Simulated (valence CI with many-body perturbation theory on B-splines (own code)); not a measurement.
**Sr31+: electric-dipole lines**

Computed by valence CI with perturbative core correlation (CI+MBPT): five valence electrons over a frozen Dirac-Fock core [He], radial functions for each j: 11 s, 11 p, 10 d, 8 f, 5 g, 2 h, with the one-electron correlation potential Σ1, the two-electron term Σ2, the three-electron term Σ3, Breit, model QED; selected CI, second order for the rest, scaled by the run's own slope (own B-spline code, finite nucleus).

The last digits are not significant, and no measured levels were compared; by estimate large intervals hold to a few tenths of a per cent, small ones and those within an open d or f shell to about a per cent. Among the levels kept, up to 5800 cm⁻¹ of a level comes from second order outside the variational space, and about a tenth of that is noise between levels of different J, which matters for small intervals.

Lines 101 to 150 of 595 in falling wavelength, among levels below 2597.3 eV, chosen from the strongest by gf and those to the six lowest levels. Wavelengths and rates use the calculated energies. Electric multipoles are in the length gauge with retardation, E1 and E2 with the static RPA response of the core. Weak lines are less certain than strong ones. Lines between different terms over intervals too small for the method are left out, as are lines whose strength nearly cancels. The highest levels of a list are the least certain.

Levels are named by their leading jj configuration (3d3/2^4 stands for four electrons in 3d with j = 3/2), which in mixed levels can hold well under half, so a name can repeat and another be missing. Letters in brackets count levels of one name in rising energy.

```csv
λ vac (nm),Upper,Lower,A (s⁻¹),S (a.u.)
19.72,(2s 2p1/2 2p3/2^2 3d5/2) J=7/2 [c],(2s 2p1/2 2p3/2^2 3p1/2) J=5/2 [c],2.69e+09,8.15e-02
19.71,(2s^2 2p1/2 2p3/2 3p3/2) J=5/2 [a],(2s^2 2p1/2 2p3/2 3s) J=3/2 [a],9.91e+09,2.25e-01
19.70,(2s 2p1/2 2p3/2^2 3d5/2) J=3/2 [b],(2s 2p1/2 2p3/2^2 3p3/2) J=3/2 [b],4.91e+09,7.41e-02
19.63,(2s^2 2p1/2 2p3/2 3p3/2) J=7/2,(2s^2 2p1/2 2p3/2 3s) J=5/2,1.12e+10,3.34e-01
19.61,(2s 2p1/2 2p3/2^2 3d5/2) J=7/2 [a],(2s 2p1/2 2p3/2^2 3p1/2) J=5/2 [a],2.00e+09,5.96e-02
19.61,(2s 2p3/2^3 3p3/2) J=3/2 [b],(2s 2p3/2^3 3s) J=3/2 [b],4.07e+09,6.06e-02
19.57,(2s 2p1/2 2p3/2^2 3p3/2) J=5/2 [e],(2s 2p1/2 2p3/2^2 3s) J=3/2 [d],1.09e+10,2.42e-01
19.55,(2s 2p1/2 2p3/2^2 3p3/2) J=9/2,(2s 2p1/2 2p3/2^2 3s) J=7/2,1.30e+10,4.79e-01
19.53,(2s 2p1/2 2p3/2^2 3p3/2) J=5/2 [a],(2s 2p1/2 2p3/2^2 3s) J=5/2 [a],4.52e+09,9.97e-02
19.50,(2s 2p1/2^2 2p3/2 3p3/2) J=7/2,(2s 2p1/2^2 2p3/2 3s) J=5/2,1.28e+10,3.75e-01
19.46,(2s 2p1/2^2 2p3/2 3d3/2) J=5/2 [a],(2s 2p1/2^2 2p3/2 3p1/2) J=5/2,5.01e+09,1.09e-01
19.46,(2s 2p1/2 2p3/2^2 3p1/2) J=3/2 [d],(2s 2p1/2 2p3/2^2 3s) J=1/2 [b],3.56e+09,5.17e-02
19.41,(2s 2p3/2^3 3d3/2) J=1/2,(2s 2p3/2^3 3p1/2) J=3/2 [a],7.85e+09,5.67e-02
19.39,(2s 2p1/2 2p3/2^2 3d3/2) J=9/2,(2s 2p1/2 2p3/2^2 3p3/2) J=7/2 [a],3.44e+09,1.24e-01
19.38,(2s 2p1/2 2p3/2^2 3d5/2) J=3/2 [a],(2s 2p1/2 2p3/2^2 3p3/2) J=1/2 [a],3.73e+09,5.36e-02
19.33,(2s^2 2p1/2 2p3/2 3p3/2) J=3/2 [b],(2s^2 2p1/2 2p3/2 3s) J=3/2 [b],6.34e+09,9.04e-02
19.32,(2s 2p1/2 2p3/2^2 3p3/2) J=7/2 [b],(2s 2p1/2 2p3/2^2 3s) J=7/2,5.11e+09,1.46e-01
19.31,(2s 2p1/2^2 2p3/2 3d3/2) J=7/2,(2s 2p1/2^2 2p3/2 3p1/2) J=5/2,6.82e+09,1.94e-01
19.23,(2s^2 2p3/2^2 3d3/2) J=5/2,(2s^2 2p3/2^2 3p1/2) J=5/2,3.90e+09,8.22e-02
19.16,(2s 2p3/2^3 3d3/2) J=3/2,(2s 2p3/2^3 3p1/2) J=3/2 [a],4.71e+09,6.54e-02
19.15,(2s 2p1/2 2p3/2^2 3p3/2) J=5/2 [d],(2s 2p1/2 2p3/2^2 3s) J=3/2 [c],6.77e+09,1.41e-01
19.06,(2s 2p1/2 2p3/2^2 3p3/2) J=7/2 [a],(2s 2p1/2 2p3/2^2 3s) J=5/2 [a],6.40e+09,1.75e-01
18.98,(2s 2p1/2 2p3/2^2 3d5/2) J=5/2 [c],(2s 2p1/2 2p3/2^2 3p1/2) J=3/2 [b],4.52e+09,9.16e-02
18.95,(2s 2p1/2^2 2p3/2 3d3/2) J=5/2 [a],(2s 2p1/2^2 2p3/2 3p1/2) J=3/2 [a],4.00e+09,8.05e-02
18.87,(2s^2 2p1/2 2p3/2 3p3/2) J=3/2 [a],(2s^2 2p1/2 2p3/2 3s) J=1/2,5.58e+09,7.40e-02
18.87,(2s 2p1/2 2p3/2^2 3d5/2) J=5/2 [b],(2s 2p1/2 2p3/2^2 3p3/2) J=3/2 [b],3.71e+09,7.37e-02
18.86,(2s 2p1/2 2p3/2^2 3p3/2) J=3/2 [d],(2s 2p1/2 2p3/2^2 3s) J=3/2 [b],4.83e+09,6.41e-02
18.81,(2s 2p1/2^2 2p3/2 3d3/2) J=3/2 [a],(2s 2p1/2^2 2p3/2 3p1/2) J=3/2 [a],7.37e+09,9.68e-02
18.78,(2s 2p1/2^2 2p3/2 3d3/2) J=1/2 [a],(2s 2p1/2^2 2p3/2 3p1/2) J=3/2 [a],9.94e+09,6.50e-02
18.77,(2s 2p1/2 2p3/2^2 3p3/2) J=3/2 [c],(2s 2p1/2 2p3/2^2 3s) J=1/2 [a],1.09e+10,1.43e-01
18.65,(2s 2p1/2 2p3/2^2 3p3/2) J=5/2 [d],(2s 2p1/2 2p3/2^2 3s) J=5/2 [c],4.61e+09,8.86e-02
18.62,(2s 2p1/2 2p3/2^2 3d5/2) J=5/2 [a],(2s 2p1/2 2p3/2^2 3p3/2) J=5/2 [a],2.91e+09,5.57e-02
18.60,(2s 2p1/2 2p3/2^2 3p3/2) J=3/2 [f],(2s 2p1/2 2p3/2^2 3s) J=1/2 [c],7.31e+09,9.29e-02
18.59,(2s^2 2p1/2 2p3/2 3p1/2) J=3/2 [b],(2s^2 2p1/2 2p3/2 3s) J=3/2 [a],4.54e+09,5.76e-02
18.56,(2s 2p1/2^2 2p3/2 3d3/2) J=5/2 [b],(2s 2p1/2^2 2p3/2 3p1/2) J=3/2 [b],5.57e+09,1.05e-01
18.53,(2s 2p3/2^3 3p3/2) J=1/2 [a],(2s 2p3/2^3 3s) J=3/2 [a],9.62e+09,6.05e-02
18.51,(2s^2 2p1/2^2 3p3/2) J=3/2,(2s^2 2p1/2^2 3s) J=1/2,1.33e+10,1.66e-01
18.47,(2s 2p1/2 2p3/2^2 3d3/2) J=9/2,(2s 2p1/2 2p3/2^2 3p1/2) J=7/2,2.48e+09,7.71e-02
18.47,(2s^2 2p3/2^2 3p3/2) J=3/2 [b],(2s^2 2p3/2^2 3s) J=1/2,1.11e+10,1.38e-01
18.46,(2s 2p3/2^3 3p3/2) J=5/2 [a],(2s 2p3/2^3 3s) J=5/2,8.86e+09,1.65e-01
18.41,(2s^2 2p3/2^2 3d3/2) J=5/2,(2s^2 2p3/2^2 3p1/2) J=3/2,3.27e+09,6.05e-02
18.26,(2s 2p1/2 2p3/2^2 3p3/2) J=3/2 [a],(2s 2p1/2 2p3/2^2 3s) J=3/2 [a],1.08e+10,1.29e-01
18.25,(2s^2 2p1/2 2p3/2 3d3/2) J=5/2 [a],(2s^2 2p1/2 2p3/2 3p1/2) J=3/2 [a],7.89e+09,1.42e-01
18.21,(2s 2p1/2 2p3/2^2 3p3/2) J=5/2 [b],(2s 2p1/2 2p3/2^2 3s) J=5/2 [b],1.10e+10,1.97e-01
18.20,(2s 2p1/2 2p3/2^2 3d5/2) J=7/2 [b],(2s 2p1/2 2p3/2^2 3p3/2) J=7/2 [b],3.00e+09,7.14e-02
18.17,(2s 2p1/2^2 2p3/2 3p3/2) J=3/2 [b],(2s 2p1/2^2 2p3/2 3s) J=1/2,7.52e+09,8.92e-02
18.13,(2s^2 2p3/2^2 3d3/2) J=7/2,(2s^2 2p3/2^2 3p1/2) J=5/2,8.71e+09,2.05e-01
18.12,(2s^2 2p1/2 2p3/2 3d3/2) J=7/2,(2s^2 2p1/2 2p3/2 3p1/2) J=5/2,7.95e+09,1.87e-01
18.09,(2s 2p1/2 2p3/2^2 3d3/2) J=7/2 [b],(2s 2p1/2 2p3/2^2 3p3/2) J=7/2 [a],2.92e+09,6.83e-02
18.07,(2s 2p1/2 2p3/2^2 3p3/2) J=3/2 [e],(2s 2p1/2 2p3/2^2 3s) J=3/2 [c],8.89e+09,1.04e-01
```
